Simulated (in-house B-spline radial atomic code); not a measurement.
Results of a calculation; reference values are marked as such.
## Xe in an electron gas of r_s = 2.2: phase shifts, screening, friction and resistivity

A nucleus sits in a uniform electron gas with a rigid positive background. The Kohn-Sham equations are solved self-consistently in the spin-unpolarised LDA (PW92), non-relativistic, on B-splines with outgoing waves at the boundary and partial waves to l = 8. The model has no lattice, no bands and no magnetic solution. Atomic units; δ_l are the phase shifts at the Fermi level, counted so that each bound state adds π, and good to about 0.0005.

The density parameter is r_s = 2.2 bohr, near that of the valence electrons of Ga (3 per atom, density 5.91 g/cm³, mass 69.72 u, which gives r_s = 2.19).

```csv
l,δ_l (rad)
0,13.8849
1,11.3718
2,7.1557
3,0.1279
4,0.0134
5,0.0023
6,0.0004
7,0.0002
8,0.0001
```

Bound levels below the band bottom (hartree): s -6.395, p -4.781, d -2.007, s -0.4194, p -0.07622 and deeper ones.

Problem. Check the Friedel sum rule, and say where the screening charge sits.

Solution. k_F = (9π/4)^(1/3)/r_s = 0.87234. The rule is Z = (2/π) Σ (2l + 1) δ_l. The terms are s 8.839, p 21.719, d 22.777, f 0.570 and 0.099 beyond, in all 54.004 against Z = 54. Bound states hold 10 s, 24 p, 20 d electrons, so the scattering states carry 0.00 in all; where a term is smaller than its bound count, the bound level has drawn weight out of the band.

Problem. Find the transport cross section and the electronic stopping of a 2 keV Xe ion (mass 131.29 u).

Solution. σ_tr = (4π/k_F²) Σ (l + 1) sin²(δ_l − δ_(l+1)). The terms for l = 0 to 3 are 0.3457, 1.5465, 1.3778, 0.0522, all together 3.3228, so σ_tr = 16.513 × 3.3228 = 54.871 bohr². With n = 3/(4π r_s³) = 0.02242, the friction coefficient is Q = n k_F σ_tr = 1.0732. For v well below v_F = 0.872, dE/dx = Q v; with 24801 eV per u at v = 1, v = √(2000/(24801 × 131.29)) = 0.0248, so dE/dx = 0.02660 hartree/bohr = 13.7 eV/nm. The largest term couples the p and d waves.

Problem. What residual resistivity would 1 atomic per cent of such centres give in Ga?

Solution. Δρ = k_F n_i σ_tr/n in atomic units of 21.74 μΩ·cm. With one host atom per 3 electrons, n_i/n = 0.01/3, so Δρ = 0.8723 × 0.00333 × 54.871 × 21.74 = 3.47 μΩ·cm. This is an atom added to the gas, as on an interstitial site.

Problem. On a substitutional site the background of one host ion, a sphere holding 3 charges, is taken out. The phase shifts for l = 0 to 4 become 13.6461, 11.1124, 6.5715, 0.0367, 0.0019. What follows?

Solution. The Friedel sum is now 51.01, for Z − 3 = 51. The sum in σ_tr is 2.4588, so σ_tr = 40.60 bohr² and Δρ = 2.57 μΩ·cm per atomic per cent, 0.74 times the value above. A real host ion scatters too, so this model doesn't give zero even for the host's own atom.
